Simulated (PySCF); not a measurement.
## Static response to an electric field

Species: C₅H₁₂Si.
Cartesian coordinates in Å at the PBE0-D3(BJ)/def2-SVP level; atoms count from 1:
```xyz
18
C5H12Si angstrom
C      2.406    0.060    0.100
C      1.332   -0.855   -0.474
C      0.022   -0.144   -0.767
C     -0.748    0.487    0.429
C     -2.213    0.382   -0.069
Si    -1.610   -1.031   -1.179
H      2.080    0.516    1.048
H      3.340   -0.488    0.301
H      2.643    0.881   -0.596
H      1.705   -1.325   -1.401
H      1.143   -1.687    0.228
H      0.180    0.639   -1.533
H     -0.423    1.504    0.709
H     -0.611   -0.150    1.321
H     -2.981    0.224    0.700
H     -2.495    1.262   -0.669
H     -2.092   -1.154   -2.592
H     -1.709   -2.375   -0.523
```

Level: wB97X-D/def2-SVPD (PySCF), static field, nuclei fixed, core orbitals frozen in the response. The polarisability tensor in these axes (au):

```
x   95.34  2.44  4.81
y    2.44 82.56  6.62
z    4.81  6.62 80.88
```

**Question.** Give the principal values, the mean and the anisotropy Δα = √{½[(α1 − α2)² + (α2 − α3)² + (α1 − α3)²]}.

**Answer.** Principal values 74.83, 85.85 and 98.10 au; mean 86.26 au = 12.78 Å³ = 14.22 × 10⁻⁴⁰ C²·m²/J; Δα = 20.16 au (23 % of the mean).

**Question.** What is the dipole moment, and where does it point?

**Answer.** (0.20, 0.38, 0.09) D, 0.44 D in size, pointing from the negative to the positive side. Measured along this direction, the outermost atoms are H18 at the negative end and H9 at the positive end.

**Question.** Refractivity n − 1 of an ideal gas of it at 273.15 K and 1 atm, from the electronic α?

**Answer.** N = p/kT = 2.6868 × 10¹⁹ cm⁻³, so n − 1 = 2π × N × 12.78 × 10⁻²⁴ cm³ = 2158 × 10⁻⁶ at long wavelengths, for an ideal gas.

**Question.** How large is μ²/3kT at 298 K beside α?

**Answer.** In Gaussian units μ²/3kT = 1.59 Å³ against 12.78 Å³, a ratio of 0.12; the Debye molar polarisation (4π/3)N_A(α + μ²/3kT) is 36.3 cm³/mol, leaving out the vibrational part.

**Question.** Molar refractivity from α?

**Answer.** Lorentz–Lorenz: R = (4π/3)N_A α = 2.5225 cm³/(mol·Å³) × 12.78 Å³ = 32.2 cm³/mol, in the limit of long wavelengths.

**Question.** Find the Langevin capture rate constant for NO+ (29.998 u) meeting this molecule (100.071 u), k = 2.342 × 10⁻⁹ cm³/s × √(α in Å³ / reduced mass in u).

**Answer.** The reduced mass is 23.08 u, so k = 1.74 × 10⁻⁹ cm³/s. The formula leaves out the permanent dipole, which adds to the capture rate.

**Question.** Give the principal axes and the span of the nuclei along them.

**Answer.** Largest value along (0.89, 0.29, 0.36), where the nuclei span 6.05 Å; middle along (-0.45, 0.72, 0.52), 4.33 Å; least along (-0.11, -0.63, 0.77), 2.87 Å. The response follows the extents in order.

One conformer (not necessarily the lowest) at the PBE0-D3(BJ)/def2-SVP geometry, without solvent, vibrations or thermal averaging.

The run behind these numbers computed excited states and ΔSCF ions as well. Time: 4.9 min (grids of density and orbitals included); peak memory 0.95 GiB. Hardware: one thread, Arm Neoverse N1 (aarch64), no GPU (shared host).
